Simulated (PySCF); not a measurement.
**NbO₂: PBE0 against B3LYP**

Base calculation in PySCF with density fitting and no spin–orbit coupling, PBE0/def2-TZVP (scalar-relativistic core potentials): doublet, C2v, Nb–O 1.700 Å (×2); O–Nb–O 104.9°; wavenumbers 360, 982, 1036 cm⁻¹; dipole moment 5.26 D, polar-tensor charge of Nb 1.66 e, atomisation energy (no zero-point energy) 1323 kJ/mol.

Q: What changes on going to B3LYP/def2-TZVP (scalar-relativistic core potentials)?

A: The point group stays the same. Changes: mean bond to Nb +0.013 Å, smallest bond angle +0.3 degrees, highest wavenumber -25 cm⁻¹, lowest wavenumber -6 cm⁻¹, dipole moment -0.04 D, polar-tensor charge of Nb -0.07 e, atomisation energy (no zero-point energy) +48 kJ/mol. The new structure has Nb–O 1.713 Å (×2); O–Nb–O 105.2°, with wavenumbers 354, 959, 1011 cm⁻¹.

Open d or f shells are single determinants, so the state found may not be the ground state. The structures come from searches over a few start shapes, so lower isomers are not excluded.
